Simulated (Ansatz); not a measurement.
Appearance energy of a fragment ion: Al(CH3)2(CN) → C2H6Al+ + CN + e⁻

Species: Al(CH3)2(CN), singlet; C2H6Al+ `[CH3][Al+][CH3]`, singlet; CN, doublet. 

Shapes, held fixed at every level: PBE0-D4/def2-TZVP. Programs: Ansatz 0.2.0. Electronic energies: no zero-point or thermal term.

| level | kind | ΔE (eV) |
| --- | --- | --- |
| HF/def2-SVP | Hartree–Fock | +10.46 |
| PBE-D4/def2-TZVPP | GGA | +11.46 |
| r2SCAN-D4/def2-TZVPP | meta-GGA | +11.60 |
| BHLYP-D4/def2-TZVPP | global hybrid | +11.82 |
| r2SCAN0-D4/def2-TZVPP | global hybrid | +11.73 |
| wB97X-V/def2-TZVPP | range-separated hybrid | +11.87 |
| B2PLYP/def2-TZVPP | double hybrid | +11.61 |

B2PLYP/def2-TZVPP gives ΔE = +11.61 eV; the levels span +10.46 to +11.87. The median of the levels is +11.61. No measured value is set beside it here. Spin contamination: CN (⟨S²⟩ up to 1.11). Open shells run unrestricted unless RO is named. The onset seen in experiment also holds zero-point changes and kinetic shifts.
